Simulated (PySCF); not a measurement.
## Cu⁻ (copper, charge -1) across methods

[Ar] 3d10 4s2, closed-shell 1S. Calculation: PySCF 2.14, in aug-cc-pwCVTZ-DK; scalar relativity by spin-free X2C-1e.

| method | E (hartree) | mean ε 3p (eV) | mean ε 4s (eV) | mean ε 3d (eV) | Σ⟨r²⟩ (bohr²) | ⟨S²⟩ |
| --- | --- | --- | --- | --- | --- | --- |
| BP86 | -1655.134 | -65.828 | 0.858 | 1.223 | 56.91 | 0.000 |
| UHF | -1653.15004 | -85.945 | -0.562 | -7.498 | 70.48 | 0.000 |
| BHandHLYP | -1654.741 | -75.697 | 0.029 | -2.925 | 60.76 | 0.000 |
| LDA | -1651.991 | -65.496 | 0.875 | 1.180 | 56.45 | 0.000 |
| r2SCAN | -1654.794 | -67.965 | 0.853 | 1.320 | 56.58 | 0.000 |
| PBE0 | -1654.573 | -70.744 | 0.474 | -0.758 | 59.08 | 0.000 |
| PW91 | -1655.019 | -65.741 | 0.975 | 1.315 | 57.56 | 0.000 |

Q: Estimate the same row for PBE.

A: E (hartree) = -1654.609; mean ε 3p (eV) = -65.742; mean ε 4s (eV) = 0.991; mean ε 3d (eV) = 1.340; Σ⟨r²⟩ (bohr²) = 58.05; ⟨S²⟩ = 0.000.

The highest occupied level is positive at BP86, BHandHLYP, PBE, LDA, r2SCAN, PBE0, PW91: only the finite basis holds that electron, which in a density functional comes from self-interaction.
